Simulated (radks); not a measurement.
The lead ion Pb2+, 80 electrons, occupied as [Hg] (the NIST ground configuration). All-electron calculation, Dirac Kohn-Sham, BLYP, spin-unpolarised, spherical densities, point nucleus. Program: a radial shooting solver on a logarithmic mesh with Libxc functionals. Some entries of the table are withheld. Estimate them.

| orbital | occ. | eigenvalue (eV) | <1/r> (bohr^-1) | r(max) (bohr) |
|---|---|---|---|---|
| 1s1/2 | 2 | -88006.45 | (1) | 0.009835 |
| 2s1/2 | 2 | -15740.70 | (2) | (3) |
| 2p1/2 | 2 | -15115.47 | 25.01 | 0.04197 |
| 2p3/2 | 4 | -12924.89 | 19.97 | 0.04969 |
| 3s1/2 | 2 | (4) | 9.194 | 0.1614 |
| 3p1/2 | 2 | -3508.739 | 9.101 | 0.1504 |
| 3p3/2 | 4 | -3019.993 | 7.780 | 0.1660 |
| 3d3/2 | 4 | -2557.533 | 7.681 | 0.1289 |
| 3d5/2 | 6 | -2453.549 | 7.387 | 0.1331 |
| 4s1/2 | 2 | (5) | 3.904 | 0.3627 |
| 4p1/2 | 2 | -748.8856 | 3.793 | 0.3603 |
| 4p3/2 | 4 | -629.2111 | 3.336 | 0.3919 |
| 4d3/2 | 4 | -430.9208 | 3.139 | 0.3831 |
| 4d5/2 | 6 | -408.5948 | 3.036 | 0.3927 |
| 5s1/2 | 2 | -160.4176 | 1.621 | 0.7895 |
| 4f5/2 | 6 | -151.8827 | 2.696 | 0.3475 |
| 4f7/2 | 8 | -146.8509 | 2.656 | 0.3520 |
| 5p1/2 | 2 | -118.8314 | 1.498 | (6) |
| 5p3/2 | 4 | -96.4098 | 1.329 | (7) |
| 5d3/2 | 4 | -39.1926 | 1.037 | 1.054 |
| 5d5/2 | 6 | -36.5775 | 0.9977 | 1.086 |
| 6s1/2 | 2 | -27.4419 | 0.5872 | 1.923 |

Answer. 
(1) 1s1/2 <1/r> (bohr^-1): 101.5
(2) 2s1/2 <1/r> (bohr^-1): 25.08
(3) 2s1/2 r(max) (bohr): 0.05736
(4) 3s1/2 eigenvalue (eV): -3790.501
(5) 4s1/2 eigenvalue (eV): -870.7506
(6) 5p1/2 r(max) (bohr): 0.8278
(7) 5p3/2 r(max) (bohr): 0.9050
